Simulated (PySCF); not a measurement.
Si(H)(OH)2(SMe) (CH₆O₂SSi), SMILES CS[SiH](O)O.

Coordinates come from a B3LYP-D3(BJ)/def2-SVP optimisation. This is a generated structure with no PubChem entry under its InChIKey; it may be hypothetical. The values are those of a single conformer.

Two levels are set side by side: PBE/def2-TZVP (PySCF) and PBE0/def2-TZVP (PySCF). Same geometry, gas phase. Differences are taken from unrounded values.

```tsv
quantity	PBE
orbital gap (eV)	5.02
highest occupied level (eV)	-5.76
lowest empty level (eV)	-0.75
dipole moment (D)	1.24
mean polarisability (bohr³)	64.8
```

Q: These are the PBE values. What does PBE0 give? (An estimate is asked for; the answer gives what the named calculation found.)

A: 
```
quantity                      PBE0  PBE minus PBE0
---------------------------  -----  --------------
orbital gap (eV)              7.16           -2.15
highest occupied level (eV)  -7.00            1.23
lowest empty level (eV)       0.17           -0.91
dipole moment (D)             1.28           -0.04
mean polarisability (bohr³)   62.2             2.6
```

Without exact exchange PBE keeps part of each electron's self-repulsion, which lifts occupied levels and narrows the gap. PBE's more diffuse valence density responds more strongly to a field. Differences between two approximate levels are no errors against the true value.

Rough cost on one machine, each run with all the roots and properties that it gave: PBE0 against PBE within a factor of 2.
